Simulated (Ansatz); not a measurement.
Calculated with Ansatz (gas phase, PBE0-D4/def2-TZVP geometries, no zero-point term in ΔE). CCSD(T)/CBS adds triple-zeta CCSD(T) − MP2 to the extrapolated MP2 energy (def2 sets, frozen cores). This one scheme is used for every species. Functionals use def2-TZVPP. B3LYP here is the variant with VWN-RPA as its local correlation; programs differ in this. For Br outer-core shells are correlated without core-valence functions, which leaves a few kJ/mol of doubt a bond. Scalar relativity is left out up to krypton. Each species was taken in one conformer, which may not be the lowest.

`BN[SiH2][SiH3]` + HBr → `BBr` + `N[SiH2][SiH3]`  (ligand exchange at a B–N bond)

`BN[SiH2][SiH3]`:

Z-matrix (Å, degrees):
```
Si
N 1 1.751
Si 1 2.344 2 111.0
H 1 1.490 2 109.6 3 120.2
H 1 1.483 2 107.1 3 -121.4
B 2 1.399 1 126.8 3 114.5
H 2 1.011 1 116.5 3 -63.9
H 3 1.488 1 110.6 2 -63.2
H 3 1.488 1 110.5 2 176.0
H 3 1.490 1 109.9 2 56.4
H 6 1.198 2 119.0 1 1.3
H 6 1.198 2 119.6 1 -178.7
```

HBr:

Z-matrix (Å, degrees):
```
Br
H 1 1.420
```

`BBr`:

Z-matrix (Å, degrees):
```
B
Br 1 1.891
H 1 1.188 2 117.8
H 1 1.188 2 117.8 3 180.0
```

`N[SiH2][SiH3]`:

Z-matrix (Å, degrees):
```
Si
Si 1 2.341
N 1 1.724 2 108.6
H 1 1.497 2 108.1 3 -126.1
H 1 1.488 2 110.7 3 117.7
H 2 1.489 1 110.3 3 173.7
H 2 1.491 1 110.1 3 54.6
H 2 1.488 1 111.4 3 -65.4
H 3 1.008 1 119.6 2 167.4
H 3 1.007 1 119.6 2 -50.6
```

Is it downhill or uphill in electronic energy at CCSD(T)/CBS, and by how much? (An estimate is asked.)

The calculation gave: Uphill: ΔE = +51.6 kJ/mol.

What do these levels give: BLYP-D4, B3LYP-D4, B2PLYP, B3LYP, r2SCANh, HF/def2-SVP? (Estimate.)

The calculation gave: BLYP-D4 59.4, B3LYP-D4 58.2, B2PLYP 54.0, B3LYP 54.9, r2SCANh 52.2, HF/def2-SVP 58.1 kJ/mol.

Largest T1 diagnostic among the species: 0.013.

Leaving LDA and LC-ωPBE aside and taking each functional with its dispersion term where it has one, the values, not all of them listed here, spread over 9.6 kJ/mol, from PBE-QIDH to CAM-B3LYP-D4. LDA lies +11.4 kJ/mol from PBE without D4. In def2-TZVPP, CCSD(T) changes the Hartree–Fock value by +6.7 kJ/mol (the triples alone add +0.8 kJ/mol) and MP2 by +3.7 kJ/mol.
